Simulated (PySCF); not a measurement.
Work out the structure from these simulated measurements.

Formula: GaCl3.

* UV, first state: lowest singlet excitation: 5.85 eV (212 nm, f = 0.000) [TDDFT PBE0/def2-SVPD]
* Rotational structure: rotational constants A, B, C: 2.150, 2.129, 1.070 GHz [PBE0-D3(BJ)/def2-SVP]
* XPS: Cl2p3/2 206.4 (×3), Cl1s 2829.0 (×3) eV [ΔSCF SCAN, pcX-2 on the ionised atom, pcseg-1 elsewhere, spin-free X2C, 2p3/2 from a spin–orbit splitting computed afterwards within the 2p shell]
* Polarisability: 67.2 au [PBE0/def2-SVPD]
* Dipole: 0.00 D by symmetry (numerical residue 0.02 D) [PBE0/def2-SVPD]
* NMR, other nuclei: isotropic shieldings of nuclei other than C and H, by class: 819 (3 Cl), 1372 (1 Ga) ppm [GIAO B3LYP/pcSseg-1 (pcSseg-2 on Ga)]
* UV, strongest line: among the 15 lowest singlet transitions: S14 at 8.38 eV (148 nm, f = 0.311) [TDDFT PBE0/def2-SVPD]
* Triplet: lowest triplet excitation (Tamm–Dancoff): 5.50 eV [TDA PBE0/def2-SVPD]

Gas-phase values; electronic properties from PySCF, density fitting. Levels stand in brackets. Geometry: PBE0-D3(BJ)/def2-SVP; no solvent, vibrations or thermal averaging. Relativistic effects, spin–orbit coupling among them, are left out (core-ionisation runs apart) although an element past zinc is present. NMR values are class means; diastereotopic atoms form classes of their own.

Task: Propose a structure and show how it fits.

Result: The other shieldings belong to: 819 ppm, chlorine bonded to Ga; 1372 ppm, gallium bonded to 3 Cl. The core levels belong to: Cl2p3/2 206.4 eV, chlorine bonded to Ga; Cl1s 2829.0 eV, chlorine bonded to Ga. No core level of Ga was computed. The vanishing dipole is forced by symmetry. The optimised geometry has point group D3h and is an oblate symmetric top (the spread among constants that symmetry makes equal is optimisation noise). Structure: `[Cl][Ga]([Cl])[Cl]`. The assignments are read from this structure; whether some other isomer fits the data as well wasn't checked.
